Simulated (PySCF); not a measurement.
C2H3BO, SMILES C#CBO. Atoms are numbered in the order given.

```xyz
7

B      0.5205     0.6713     0.0000
C      0.1146    -0.8046     0.0000
C     -0.1574    -1.9918     0.0000
H     -0.4050    -3.0375     0.0000
H      1.6913     0.9801     0.0000
O     -0.4431     1.6203     0.0000
H     -0.0871     2.5175     0.0000
```

Geometry: B3LYP-D3(BJ)/def2-SVP. Other conformers were not sampled.

These are B3LYP-D3(BJ)/def2-SVP (PySCF 2.14.0) values and carry that method's errors.

No scaling factor is applied to the harmonic values.

Computed normal modes with their intensities:
| mode | ν (cm⁻¹) | IR (km/mol) | moving atoms (share of kinetic energy) |
|---|---|---|---|
| 1 | 206 | 8.1 | C 50 %, O 23 %, H 19 %, B 9 % |
| 2 | 267 | 24.8 | C 66 %, H 33 % |
| 3 | 529 | 5.5 | C 54 %, O 27 %, B 10 %, H 10 % |
| 4 | 643 | 52.7 | H 80 %, B 9 % |
| 5 | 704 | 39.9 | H 75 %, C 25 % |
| 6 | 775 | 29.2 | H 74 %, C 26 % |
| 7 | 847 | 65.3 | B 37 %, H 32 %, C 29 % |
| 8 | 930 | 80.3 | H 60 %, B 33 % |
| 9 | 1028 | 66.2 | H 93 % |
| 10 | 1193 | 116.7 | H 51 %, O 28 %, B 20 % |
| 11 | 1409 | 302.5 | B 65 %, O 19 %, H 14 % |
| 12 | 2176 | 82.1 | C 89 %, H 9 % |
| 13 | 2581 | 170.7 | H 91 %, B 9 % |
| 14 | 3460 | 38.7 | H 86 %, C 14 % |
| 15 | 3853 | 111.7 | H 94 % |
